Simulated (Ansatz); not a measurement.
Spin states of H3Ta (SMILES [TaH3]), each relaxed at B3LYP-D3(BJ)/def2-TZVP; lowest solutions found, singlets restricted, no spin–orbit coupling, no relativity up to Kr.
Multiplicity 3 (charge 0, multiplicity 3):
```csv
atom,x (Å),y (Å),z (Å)
Ta,-0.0345,0.0107,-0.0223
H,-1.7762,-0.1486,-0.4623
H,0.6598,-0.8105,1.4017
H,1.0928,1.0153,-0.9732
```
Multiplicity 1 (charge 0, multiplicity 1):
```xyz
4

Ta    -0.01447     0.01662    -0.01410
H     -1.72619    -0.14521    -0.45051
H      0.62155    -0.82890     1.40968
H      1.06112     1.02436    -1.00111
```

Run with Ansatz (Gaussian basis) for Hartree–Fock, density functionals and correlated methods. Each number belongs to the level named beside it. In def2 rows elements past Kr take small-core potentials, without spin–orbit coupling.

The energy of multiplicity 1 less that of multiplicity 3 (kcal/mol) and the share of exact exchange:

```json
[
 {"functional": "PBE/def2-TZVPP", "exact exchange (%)": "0", "value": "15.24"},
 {"functional": "PBE0/def2-TZVPP", "exact exchange (%)": "25", "value": "17.16"},
 {"functional": "BLYP/def2-TZVPP", "exact exchange (%)": "0", "value": "10.36"},
 {"functional": "B3LYP/def2-TZVPP", "exact exchange (%)": "20", "value": "11.73"},
 {"functional": "BHLYP/def2-TZVPP", "exact exchange (%)": "50", "value": "13.57"},
 {"functional": "r2SCAN/def2-TZVPP", "exact exchange (%)": "0", "value": "19.84"},
 {"functional": "r2SCANh/def2-TZVPP", "exact exchange (%)": "10", "value": "20.37"}
]
```

### Question
Take the value as linear in the share of exact exchange along PBE and PBE0. Give the slope, say whether the sign turns, and set the other functionals against that line.

### Answer

Slope: (17.16 − (15.24))/2.5 = 0.77 kcal/mol for each 10 %. The line keeps its sign from 0 to 100 %. At 50 % it gives 19.1 kcal/mol. The LYP pair gives (13.57 − (10.36))/5 = 0.64 for each 10 %. BHLYP, at 50 %, lies -5.5 from the PBE line. B3LYP, at 20 %, lies -5.0 from the PBE line. r2SCAN, with none, stands 4.6 from PBE. The r2SCAN pair gives 0.53 for 10 %.

Ansatz is a program for electronic structure.
